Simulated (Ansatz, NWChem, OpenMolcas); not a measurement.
How basis sets differ on GeH4 (germane)

GeH4 has 5 atoms, charge 0, and is taken as a singlet. SMILES: `[GeH4]`. Geometry: relaxed at PBE0-D4/def2-TZVP.

```xyz
5

Ge    0.0001    0.0001    0.0000
H     1.1481   -0.7563    0.6806
H    -1.2388   -0.0300    0.9042
H    -0.3292   -0.6691   -1.3406
H     0.4198    1.4554   -0.2441
```

Quantity: the HOMO–LUMO gap, in eV. The values are calculated.

```
                          level          kind     program  value (eV)  CPU time
                      HF/STO-3G  Hartree–Fock      Ansatz       25.18    0.13 s
                       HF/3-21G  Hartree–Fock  OpenMolcas       17.73     1.6 s
HF/6-31G* (Cartesian functions)  Hartree–Fock      Ansatz       17.21    0.28 s
                    HF/def2-SVP  Hartree–Fock      NWChem       17.50     3.2 s
                   HF/def2-SVPD  Hartree–Fock      NWChem       14.81     5.2 s
                   HF/def2-TZVP  Hartree–Fock      Ansatz       16.97     1.3 s
                     HF/cc-pVTZ  Hartree–Fock      Ansatz       16.74    0.44 s
```

All-electron rows without a relativistic Hamiltonian named are non-relativistic. The values span 14.81 to 25.18 eV. A Hartree–Fock LUMO above zero doesn't converge with the basis: it sinks as sets grow more diffuse. Orbital gaps aren't excitation energies. Times are those of the runs behind each value, whatever else they computed, on shared processors of several kinds: orders of magnitude only.
